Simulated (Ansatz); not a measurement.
Reaction (ligand exchange at the Al–C bond): `C=[CH][AlH][F]` + `C[SeH]` → `C[Se][AlH][F]` + ethylene

Computed with Ansatz on PBE0-D4/def2-TZVP structures; ΔE is electronic, products minus reactants. CBS: MP2 limit from def2 TZ/QZ plus the TZ coupled-cluster correction, frozen cores. This one scheme is used for every species. Functionals use def2-TZVPP. HSE06 is defined as in plane-wave codes. For Se outer-core shells are correlated without core-valence functions, which leaves a few kJ/mol of doubt a bond. Scalar relativity is left out up to krypton. Each species was taken in one conformer, which may not be the lowest.

`C=[CH][AlH][F]`:

```xyz
8

C     0.121    0.379   -1.326
C     0.323    0.635   -0.031
Al   -0.277   -0.674    1.249
F    -0.057   -0.425    2.866
H    -0.365   -0.536   -1.663
H     0.427    1.059   -2.119
H     0.816    1.571    0.226
H    -0.987   -2.009    0.798
```

`C[SeH]`:

Z-matrix (Å, degrees):
```
C
Se 1 1.949
H 1 1.088 2 110.6
H 1 1.087 2 110.6 3 -123.3
H 1 1.089 2 106.0 3 118.4
H 2 1.468 1 95.4 3 61.7
```

`C[Se][AlH][F]`:

Z-matrix (Å, degrees):
```
C
Se 1 1.967
H 1 1.087 2 108.0
H 1 1.089 2 111.1 3 120.3
H 1 1.087 2 108.1 3 -119.3
Al 2 2.290 1 96.1 3 -120.9
F 6 1.647 2 118.5 1 180.0
H 6 1.575 2 121.7 1 -0.0
```

`C=C`:

Cartesian coordinates in Å:
```
C 0.494 -0.434 -0.073
C -0.494 0.434 0.073
H 0.305 -1.493 -0.216
H 1.533 -0.123 -0.055
H -0.305 1.493 0.216
H -1.533 0.123 0.055
```

```csv
level,ΔE (kcal/mol),difference from CCSD(T)/CBS
HSE06-D4,-25.7,0.2
BHLYP-D4,-25.5,0.4
ωB97X-V,-24.4,1.5
B2PLYP,-24.8,1.1
CAM-B3LYP,-23.9,2.0
HF/def2-SVP,-24.2,1.7
CCSD(T)/def2-SVP,-24.3,1.6
MP2/def2-TZVPP,-25.5,0.4
SCS-MP2/def2-QZVPP,-25.4,0.5
MP2/CBS(def2),-26.6,-0.7
CCSD(T)/CBS,-25.9,0
```

What do rigid-rotor, harmonic-oscillator terms from PBE0-D4/def2-TZVP frequencies (298.15 K, 1 bar) make of the CCSD(T)/CBS value? (An estimate is asked.)

The calculation gave: ΔZPE = +2.0 kcal/mol, ΔH = -23.8 kcal/mol, ΔS = -12 J/(mol·K), ΔG = -22.9 kcal/mol.

Largest T1 diagnostic among the species: 0.012.

At CCSD(T), def2-SVP lies +1.6 kcal/mol from the extrapolated value and def2-TZVPP +1.1 kcal/mol. Leaving LDA and LC-ωPBE aside and taking each functional with its dispersion term where it has one, the values, not all of them listed here, spread over 1.8 kcal/mol, from r2SCAN0-D4 to B97M-V. From BLYP to BHLYP (50 % exact exchange), in def2-TZVPP and without D4, ΔE moves by −1.0 kcal/mol.
